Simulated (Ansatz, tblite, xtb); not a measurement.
A ladder of methods for GeHSCl2F (SMILES [F][Ge]([SH])([Cl])[Cl])

GeHSCl2F has 6 atoms, charge 0, and is taken as a singlet. As SMILES, `[F][Ge]([SH])([Cl])[Cl]`. The coordinates come from a PBE0-D4/def2-TZVP relaxation. This is one conformer, not always the lowest.

```xyz
6

F     1.0269   -1.4070   -0.6912
Ge   -0.1481   -0.1956   -0.3599
S    -0.2444    0.2400    1.7748
Cl   -2.0165   -0.9530   -0.9977
Cl    0.4389    1.4653   -1.5405
H     0.9853    0.7863    1.7685
```

Each level gives the dipole moment (D). The values are calculated.

| level | kind | program | value (D) | CPU time |
| --- | --- | --- | --- | --- |
| GFN2-xTB | semi-empirical | tblite | 1.43 | under 2 s |
| IPEA1-xTB | semi-empirical | tblite | 3.38 | under 2 s |
| GFN0-xTB | semi-empirical | xtb | 1.94 | under 2 s |
| GFN1-xTB | semi-empirical | xtb | 2.28 | under 2 s |
| HF/STO-3G | Hartree–Fock | Ansatz | 2.77 | 6.2 s |
| HF/3-21G | Hartree–Fock | Ansatz | 2.12 | 8.8 s |
| HF/def2-SVP | Hartree–Fock | Ansatz | 1.94 | 17 s |
| BLYP/def2-SVP | GGA | Ansatz | 1.65 | 16 s |
| B3LYP/6-31G* (spherical functions) | global hybrid | Ansatz | 1.75 | 35 s |
| PBE0/def2-SVP | global hybrid | Ansatz | 1.77 | 28 s |

All-electron rows without a relativistic Hamiltonian named are non-relativistic. The values span 1.43 to 3.38 D. Sets without polarisation functions give poor dipoles. Without the sets that lack polarisation functions the rows with a basis span only 1.65 to 1.94 D. CPU times are rough (shared hosts, several kinds of processor): they show what a rung costs within a factor of a few.
